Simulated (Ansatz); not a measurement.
Two isomers of C3H11BSi: A = `BCC(C)[SiH3]`, B = `CCB(C)[SiH3]`.

Program: Ansatz. Geometries: PBE0-D4/def2-TZVP. ΔE: electronic, gas phase. CCSD(T)/CBS adds triple-zeta CCSD(T) − MP2 to the extrapolated MP2 energy (def2 sets, frozen cores). Functionals use def2-TZVPP. B3LYP here is the variant with VWN-RPA as its local correlation; programs differ in this. One conformer a species, not always the lowest.

(1) Which isomer does CCSD(T)/CBS put lower? Give the gap. (Best estimate.)

(2) Give E(B) − E(A) in kcal/mol with ωB97M-V, HF/def2-TZVPP, r2SCAN-D4, B3LYP, MP2/def2-TZVPP, B3LYP-D4, CCSD/def2-TZVPP. (Best estimate.)

Largest T1 diagnostic: 0.011.

## Answers

(1) Ansatz gave: B, by 10.0 kcal/mol.

(2) Computed: ωB97M-V -9.5, HF/def2-TZVPP -8.7, r2SCAN-D4 -12.3, B3LYP -11.8, MP2/def2-TZVPP -8.6, B3LYP-D4 -11.1, CCSD/def2-TZVPP -9.9. None reverses the order clearly.

From PBE to PBE0 (25 % exact exchange), in def2-TZVPP and without D4, E(B) − E(A) moves by +1.1 kcal/mol.
